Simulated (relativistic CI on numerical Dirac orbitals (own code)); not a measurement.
# L2,3 absorption of nickel in several valence states

Computed multiplet spectra 2p⁶3dⁿ → 2p⁵3dⁿ⁺¹ (Dirac-Coulomb-Breit ions, Slater integrals scaled by 0.7, an assumed crystal field that grows with the charge, no charge transfer; 300 K; Lorentzian 0.4 eV and Gaussian 0.3 eV FWHM at both edges, so that L2 comes out sharper than in experiment). Peaks over 5 % are given in eV from the highest peak in the L3 region of each spectrum (height, largest 100). S of the lowest state is read from ⟨S²⟩, and the branching ratio is the share of L3, cut at the minimum between the edges.

Field parameters in Wybourne normalisation: Oh B⁴₀ = 21Dq, B⁴₄ = √(5/14) B⁴₀. The field is a parameter set, without covalency.

- Ni2+ (d8, Oh, 10Dq = 17900 cm⁻¹): S = 1.00, branching ratio 0.72; peaks 0.0 (100), 1.8 (19), 17.3 (25), 18.3 (24)
- Ni3+ (d7, Oh, 10Dq = 23150 cm⁻¹): S = 0.54, low spin, branching ratio 0.71; peaks -1.6 (62), 0.0 (100), 1.2 (96), 3.5 (6), 4.2 (6), 4.7 (8), 15.9 (36), 17.7 (59), 18.9 (17), 20.1 (6)
- Ni4+ (d6, Oh, 10Dq = 28350 cm⁻¹): S = 0.02, low spin, branching ratio 0.66; peaks -2.3 (5), 0.0 (100), 2.0 (6), 3.2 (12), 16.8 (61), 19.5 (6)

The centroid of the whole edge, which also moves with the branching ratio, lies at 860.8 (Ni2+), 863.2 (Ni3+), 867.7 (Ni4+) eV in this ionic model, in steps of 2.4 to 4.5 eV. Compounds show about 1 to 2 eV a unit and lower energies for the high valences, since ligands screen the charge. The multiplet shape follows the d count and the spin state, and so serves as a fingerprint of valence.
